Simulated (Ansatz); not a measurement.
`CC(C)(C)S` + `[NH2][Zr]([F])([F])[F]` → `CC(C)(C)[NH][Zr]([F])([F])[F]` + H₂S  (substitution at a C–S bond)

Computed with Ansatz on PBE0-D4/def2-TZVP structures; ΔE is electronic, products minus reactants. CCSD(T)/CBS adds triple-zeta CCSD(T) − MP2 to the extrapolated MP2 energy (def2 sets, frozen cores). This one scheme is used for every species. Functionals use def2-TZVPP. HSE06 is defined as in plane-wave codes. def2 core potentials past Kr. For Zr outer-core shells are correlated without core-valence functions, which leaves a few kJ/mol of doubt a bond. One conformer a species, not always the lowest.

`CC(C)(C)S`:

Cartesian coordinates in Å:
```
C -0.646 -1.042 -0.749
C 0.092 -0.084 0.176
C 1.484 0.212 -0.369
C -0.694 1.207 0.350
S 0.376 -0.876 1.808
H -0.092 -1.974 -0.869
H -1.637 -1.283 -0.358
H -0.775 -0.584 -1.735
H 2.066 -0.704 -0.486
H 2.032 0.888 0.292
H 1.399 0.689 -1.349
H -0.824 1.701 -0.619
H -0.176 1.893 1.022
H -1.687 1.012 0.763
H -0.917 -1.056 2.123
```

`[NH2][Zr]([F])([F])[F]`:

Cartesian coordinates in Å:
```
N -0.164 0.962 -0.770
Zr 0.126 -0.593 0.480
F 0.887 -2.029 -0.513
F 1.213 0.021 1.916
F -1.555 -1.197 1.150
H -0.013 1.935 -0.539
H -0.493 0.902 -1.725
```

`CC(C)(C)[NH][Zr]([F])([F])[F]`:

Cartesian coordinates in Å:
```
C -1.070 0.067 -0.913
C -0.356 -0.107 0.424
C -0.626 -1.505 0.975
C -0.844 0.949 1.411
N 1.079 0.062 0.190
Zr 2.031 0.455 -1.537
F 3.884 0.540 -1.106
F 1.394 2.108 -2.264
F 1.661 -0.928 -2.808
H -2.148 -0.050 -0.794
H -0.898 1.066 -1.327
H -0.742 -0.687 -1.638
H -1.693 -1.656 1.155
H -0.280 -2.266 0.272
H -0.101 -1.652 1.923
H -0.656 1.952 1.021
H -0.324 0.852 2.368
H -1.916 0.845 1.599
H 1.606 -0.045 1.051
```

H₂S:

Z-matrix (Å, degrees):
```
S
H 1 1.341
H 1 1.341 2 92.3
```

Question: Is it downhill or uphill in electronic energy at CCSD(T)/CBS, and by how much? (An estimate is asked.)

Answer: The calculation gave: Uphill: ΔE = +0.03 eV.

Question: What do these levels give: PBE0-D4, ωB97M-V, r2SCANh, HSE06, HF/def2-SVP, HF/CBS(def2)? (Best estimate.)

Answer: Ansatz gave: PBE0-D4 0.07, ωB97M-V 0.06, r2SCANh 0.08, HSE06 0.12, HF/def2-SVP -0.03, HF/CBS(def2) 0.12 eV.

Largest T1 diagnostic among the species: 0.017.

Leaving LDA and LC-ωPBE aside and taking each functional with its dispersion term where it has one, the values, not all of them listed here, spread over 0.06 eV, from CAM-B3LYP-D4 to revPBE-D4. LDA lies −0.13 eV from PBE without D4. From BLYP to BHLYP (50 % exact exchange), in def2-TZVPP and without D4, ΔE moves by −0.05 eV.
